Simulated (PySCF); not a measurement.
Job file and geometry (Å, from PBE0-D3(BJ)/def2-SVP) of an NMR shielding run on `c1ccc(N)cc1Cl`, C6H6ClN, GIAO PBE0/pcSseg-1 NMR shielding, non-relativistic, gas phase (PySCF 2.14.0, density-fitted response routines); density fitting, a coarse starting grid and PySCF grid level 2 are the driver's defaults:

```
{"job": {"kind": "nmr", "xc": "PBE0", "basis": "pcSseg-1"}, "charge": 0, "multiplicity": 1}
N      2.163258    -0.608293    -0.034248
C      0.805664    -0.384855     0.006078
C      0.276329     0.903398    -0.191257
C     -1.098177     1.107088    -0.193790
C     -1.989908     0.052780    -0.002012
C     -1.458513    -1.220476     0.193549
Cl    -2.530443    -2.563549     0.439827
C     -0.087518    -1.452102     0.200800
H      2.764025     0.190336     0.116041
H      2.502801    -1.461944     0.386922
H      0.955554     1.745167    -0.347561
H     -1.488094     2.116200    -0.348314
H     -3.069030     0.205676    -0.001712
H      0.286017    -2.466210     0.354682
```

Q: What does the program print?

A: 
```
coarse grid: 12928 points
cycle   1  E = -746.5746196882  dE =  1.375e+00  |g| = 4.113e-01  |ddm| = 3.845e+00
cycle   2  E = -746.5683912462  dE =  6.228e-03  |g| = 4.602e-01  |ddm| = 8.762e-01
cycle   3  E = -746.6167043642  dE = -4.831e-02  |g| = 8.685e-02  |ddm| = 4.221e-01
cycle   4  E = -746.6184876760  dE = -1.783e-03  |g| = 3.785e-02  |ddm| = 1.383e-01
cycle   5  E = -746.6188491576  dE = -3.615e-04  |g| = 1.062e-02  |ddm| = 4.909e-02
cycle   6  E = -746.6188756961  dE = -2.654e-05  |g| = 1.992e-03  |ddm| = 1.249e-02
cycle   7  E = -746.6188762476  dE = -5.515e-07  |g| = 1.334e-03  |ddm| = 3.381e-03
final grid: 122224 points
cycle   8  E = -746.6623431480  dE = -3.169e-05  |g| = 8.314e-03  |ddm| = 4.281e-02
cycle   9  E = -746.6623351385  dE =  8.009e-06  |g| = 9.965e-03  |ddm| = 1.903e-02
cycle  10  E = -746.6623592508  dE = -2.411e-05  |g| = 1.578e-03  |ddm| = 1.104e-02
cycle  11  E = -746.6623598539  dE = -6.031e-07  |g| = 5.059e-04  |ddm| = 2.149e-03
cycle  12  E = -746.6623599208  dE = -6.697e-08  |g| = 9.324e-05  |ddm| = 6.079e-04
cycle  13  E = -746.6623599226  dE = -1.803e-09  |g| = 3.264e-05  |ddm| = 1.154e-04
cycle  14  E = -746.6623599229  dE = -2.110e-10  |g| = 1.243e-05  |ddm| = 3.860e-05
converged SCF energy = -746.6623599229

GIAO shielding tensors (ppm)
atom      isotropic    diamagn.    paramagn.     s11        s22        s33       span
  0 N      189.305     317.135    -127.830    155.267    161.624    251.024     95.757
  1 C       32.230     253.048    -220.818    -56.549      4.178    149.063    205.613
  2 C       70.169     253.161    -182.992    -15.717     63.078    163.146    178.863
  3 C       48.714     253.384    -204.670    -60.112     35.624    170.631    230.744
  4 C       62.258     249.832    -187.574    -29.394     59.294    156.873    186.267
  5 C       37.519     253.981    -216.462    -62.625     53.460    121.723    184.348
  6 Cl     708.316    1144.927    -436.611    541.456    573.103   1010.389    468.933
  7 C       67.296     250.087    -182.791    -10.181     68.557    143.514    153.695
  8 H       28.147      31.382      -3.234     21.241     26.867     36.334     15.094
  9 H       28.136      31.001      -2.865     21.121     27.334     35.953     14.832
 10 H       24.929      31.752      -6.823     21.354     25.298     28.136      6.782
 11 H       24.158      29.702      -5.544     20.960     25.036     26.477      5.516
 12 H       24.615      29.766      -5.151     20.709     24.595     28.541      7.831
 13 H       24.762      30.812      -6.050     20.106     23.862     30.320     10.214
```

Q: Turn these shieldings into chemical shifts. Scale: $^{15}$N (σref 265.67) vs NH3; $^{13}$C (σref 184.41) and $^{1}$H (σref 31.27) against TMS; HCl for $^{35}$Cl (σref 943.27) (reference shieldings calculated alike).

A: Averaging equivalent atoms: N 0: 76.4; C 1: 152.2; C 5: 146.9; C 3: 135.7; C 4: 122.1; C 7: 117.1; C 2: 114.2; Cl 6: 235; H 11: 7.11; H 12: 6.65; H 13: 6.50; H 10: 6.34; H 8/9: 3.13 ppm. Experimental scales use liquid or dissolved standards, which lie at an offset from isolated NH3 (liquid NH3: subtract about 20 ppm).

Size and cost of the density-fitted run: 173 basis functions, 21 s wall time on 1 thread of an Arm Neoverse V1, shared host.
